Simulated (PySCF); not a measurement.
## Quadrupolar nuclei of `[SiH3]N([SiH3])[SiH2]C(Cl)(Cl)Cl` in NMR

CH₈Cl₃NSi₃.
SMILES with atom numbers: `[SiH3:1][N:2]([SiH3:3])[SiH2:4][C:5]([Cl:6])([Cl:7])[Cl:8]` (hydrogens: H9, H10, H11 on Si1; H12, H13, H14 on Si3; H15, H16 on Si4)

Geometry (GFN2-xTB, Å), atoms numbered from 1 in this order:
```
atom  x, y, z in Å
Si1   -0.7375   -1.4112    1.2393
N2    -0.6326   -0.2644   -0.0956
Si3   -1.9798    0.8391   -0.3501
Si4    0.7649   -0.2029   -1.0960
C5     2.1696    0.7138   -0.1078
Cl6    2.5304   -0.1094    1.4186
Cl7    3.6495    0.7630   -1.0812
Cl8    1.6795    2.3770    0.2564
H9    -2.0896   -1.9700    1.2023
H10   -0.5069   -0.6972    2.4939
H11    0.2617   -2.4478    1.0040
H12   -2.9159    0.1722   -1.2602
H13   -1.4655    2.0710   -0.9407
H14   -2.5961    1.0863    0.9512
H15    1.3122   -1.5285   -1.3657
H16    0.5484    0.6179   -2.2796
```

Computed at PBE0/pcSseg-1 (PySCF, non-relativistic):

| atom | environment | nucleus | spin I | Q (b) | CQ = χzz (MHz) | η |
| --- | --- | --- | --- | --- | --- | --- |
| N2 | nitrogen bridging silicon atoms | 14N | 1 | 0.02044 | -2.786 | 0.019 |
| Cl6 | chlorine of a CCl3 group | 35Cl | 3/2 | -0.0817 | -79.370 | 0.033 |

Q: Recover the principal values of the field gradient from CQ = 234.96 MHz × Q × Vzz, η = (Vxx − Vyy)/Vzz and a zero trace.

A: The tensor is traceless, so η fixes the two smaller values:

| atom | Vxx (au) | Vyy (au) | Vzz (au) | Vzz (10²¹ V/m²) |
| --- | --- | --- | --- | --- |
| N2 | 0.284 | 0.296 | -0.580 | -5.64 |
| Cl6 | -1.999 | -2.136 | 4.135 | 40.18 |

Q: At 7.05 T, set νQ = 3|CQ|/[2I(2I − 1)] beside the Larmor frequency (|g| × 7.62259 MHz/T × B; g(14N) = 0.40376, g(35Cl) = 0.54792), and give PQ = |CQ|√(1 + η²/3).

A: 
```csv
atom,PQ (MHz),νQ (MHz),ν0 (MHz),νQ/ν0
N2,2.786,4.179,21.70,0.193
Cl6,79.38,39.69,29.44,1.348
```

For N2: PQ = 2.786 × 1.0001, νQ = 2.786 × 1.5000, ν0 = 3.0777 MHz/T × 7.05 T.

For Cl6 νQ isn't small against ν0, so the high-field expansions of solid-state NMR fail there at this field.

Solvent, lattice and vibrations would change these gradients. The structure is a single GFN2-xTB conformer in the gas phase; no vibrational or solvent corrections. GFN2-xTB frequencies show an imaginary mode (48i cm⁻¹), so this geometry is no minimum at that level. GFN2-xTB bond lengths can be off by several hundredths of an ångström, more for odd bonds, and the gradients follow them. A larger basis could move these couplings by a tenth or more.
